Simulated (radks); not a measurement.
Question: Calculated with a radial shooting solver on a logarithmic mesh with Libxc functionals: scalar-relativistic Kohn-Sham, LDA (Slater exchange, VWN5 correlation), spin-unpolarised, spherical densities, finite nucleus; Fermi nuclear charge, rms radius of each element as measured or else 0.836 A^(1/3) + 0.57 fm. Response by self-consistent Sternheimer equations with the Hartree and adiabatic LDA kernel, the relativistic mass of each level held fixed and spin-orbit coupling left out. Estimate the static dipole polarisabilities of As4+ ([Ar] 3d10 4s1) and Ge3+ ([Ar] 3d10 4s1) and the C6 coefficients of the three pairs.

Answer: alpha = 3.736 and 5.447 bohr^3; C6 = 7.359 (As4+-As4+), 9.812 (As4+-Ge3+), 13.15 (Ge3+-Ge3+) hartree bohr^6.
